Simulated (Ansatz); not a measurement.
Abridged output of a molecular run in Ansatz:

```
Functional definition: HF
1674 factors; integrals over basis functions are off by at most 1.6e-3 eV
mean field evaluation 1: about -23010.3572 eV, gradient 5.3e1 eV
mean field evaluation 2: about -23010.5857 eV, gradient 5.4e1 eV
mean field evaluation 4: about -23015.6837 eV, gradient 3.9e0 eV
mean field evaluation 8: about -23015.7622 eV, gradient 3.5e-1 eV
mean field -23015.76252396 eV, -845.8136721113 hartree, gradient 2.6e-6 eV, S^2 0.000000; 0 other end points of the search recorded, 0 dependent functions left out
14 core orbitals not correlated: weight in the atoms' cores, before any rotation towards them, 1.000 or more for the frozen orbitals, at most 0.000 for the correlated occupied ones
reference -23015.76252396 eV, -845.8136721113 hartree; 18, 18 occupied and 246, 246 virtual orbitals, 1674 factors
second order -29.87323552 eV of doubles, -0.00000000 eV of singles
cycle   1  -29.98281317 eV  change   -1.1e-1 eV  update   1.1e-1
cycle   2  -30.62840127 eV  change   -6.5e-1 eV  update   3.2e-2
cycle   3  -30.78084082 eV  change   -1.5e-1 eV  update   1.6e-2
cycle   4  -30.76136954 eV  change    1.9e-2 eV  update   3.3e-3
cycle   5  -30.76040349 eV  change    9.7e-4 eV  update   1.5e-3
cycle   6  -30.76143297 eV  change   -1.0e-3 eV  update   4.2e-4
cycle   7  -30.76121921 eV  change    2.1e-4 eV  update   1.7e-4
cycle   8  -30.76112877 eV  change    9.0e-5 eV  update   5.0e-5
cycle   9  -30.76114148 eV  change   -1.3e-5 eV  update   2.0e-5
perturbative correction -0.96025368 eV, -0.0352886720 hartree
Total energy: -23047.48391912 eV, -846.9794118819 hartree
```

Its atoms:

Z-matrix (Å, degrees):
```
C
Si 1 1.836
H 1 1.092 2 110.7
H 1 1.092 2 110.7 3 120.0
H 1 1.092 2 110.7 3 -120.1
F 2 1.589 1 109.9 3 -177.7
F 2 1.589 1 109.9 3 -62.3
O 2 1.599 1 113.4 3 60.0
Al 8 1.690 2 171.6 1 -178.3
H 9 1.577 8 117.6 2 89.2
H 9 1.577 8 117.5 2 -92.4
```

Question: Which basis set was used?
A. def2-SVP
B. cc-pV(D+d)Z
C. def2-SVPD
D. def2-TZVPP

Answer: D. It gives 278 functions.

Question: Write the keys of the input that set method, charge and spin (a neutral closed shell needs none for the last two).

Answer: 
```yaml
correlation: {method: ccsd_t}
```
